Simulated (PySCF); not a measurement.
GeFCl₃, SMILES [F][Ge]([Cl])([Cl])[Cl]. Atoms are numbered in the order given.

```xyz
5

F      0.0000     0.0000     1.9182
Ge     0.0000     0.0000     0.1929
Cl     1.7585     1.0153    -0.4595
Cl    -1.7585     1.0153    -0.4595
Cl     0.0000    -2.0306    -0.4595
```

The structure is a stationary point at B3LYP-D3(BJ)/def2-SVP.

Calculation: PySCF 2.14.0 with B3LYP-D3(BJ)/def2-SVP.

Frequencies are harmonic and unscaled.

Modes within 1.5 cm⁻¹ of each other (mostly degenerate sets) share a row, with their intensities summed.

```
mode  ν (cm⁻¹)  IR (km/mol)  Raman (Å⁴/amu)  depolarisation  moving atoms (share of kinetic energy)
----  --------  -----------  --------------  --------------  --------------------------------------
1–2        131          1.0             5.9            0.75                         Cl 82 %, F 12 %
3          168          6.2             2.2            0.63                 Cl 57 %, Ge 34 %, F 9 %
4–5        212         40.6             4.6            0.75                F 56 %, Cl 29 %, Ge 15 %
6          398          4.9            19.0            0.05                                 Cl 89 %
7–8        465        183.8             6.7            0.75                        Cl 58 %, Ge 42 %
9          738         71.0             4.4            0.14                         F 78 %, Ge 22 %
```
